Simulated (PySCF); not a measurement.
Fill in the blanks.

C3H4F2OS.
SMILES: `C[S@](=O)/C(F)=C/F`

Conformer (atom-mapped SMILES and torsion angles): `[CH3:1][S@:2](=[O:3])/[C:4]([F:5])=[CH:6]/[F:7]`: C1–S2–C4–F5 -70°.

```json
{"property": "point group of the GFN2-xTB geometry", "level": "GFN2-xTB", "value": "C1"}
{"property": "rotational constants A, B, C of the GFN2-xTB geometry", "level": "GFN2-xTB", "value": "3.563, 1.487, 1.207 GHz"}
{"property": "dipole moment", "level": "wB97X-D/def2-SVPD", "value": "2.42 D"}
{"property": "HOMO energy", "level": "wB97X-D/def2-SVPD", "value": "-9.31 eV"}
{"property": "LUMO energy", "level": "wB97X-D/def2-SVPD", "value": "?"}
{"property": "lowest singlet excitation", "level": "TDDFT wB97X-D/def2-SVPD", "value": "5.68 eV (218 nm, f = 0.031)"}
{"property": "strongest line among the 8 lowest singlet transitions", "level": "TDDFT wB97X-D/def2-SVPD", "value": "?"}
{"property": "lowest triplet excitation (Tamm–Dancoff)", "level": "TDA wB97X-D/def2-SVPD", "value": "4.55 eV"}
{"property": "static isotropic polarisability", "level": "wB97X-D/def2-SVPD", "value": "?"}
{"property": "electronic spatial extent ⟨r²⟩ about the centre of nuclear charge", "level": "wB97X-D/def2-SVPD", "value": "?"}
```

The electronic properties come from PySCF, for the isolated species, density fitting.

(1) Give the strongest line among the 8 lowest singlet transitions.

(2) The electronic spatial extent ⟨r²⟩ about the centre of nuclear charge?

(3) What is the static isotropic polarisability?

(4) Give the LUMO energy.

Answers

(1) S8 at 7.37 eV (168 nm, f = 0.145).

(2) 937 bohr².

(3) 63.2 au.

(4) 1.19 eV.

The vertical singlet–triplet gap S1 − T1 is 1.13 eV (TDDFT singlet less Tamm–Dancoff triplet; S1: HOMO→LUMO, weight 0.56, beside HOMO→LUMO+1, weight 0.34; T1: HOMO→LUMO, weight 0.30, beside HOMO−1→LUMO, weight 0.28). The polarisability is 9.36 Å³ as a volume (1 au = 0.148185 Å³), or 0.99 au for each of the 64 electrons. The rotational constants make it an asymmetric top with κ = (2B − A − C)/(A − C) = -0.76, nearer the prolate limit (−1).

One conformer stands for the species.
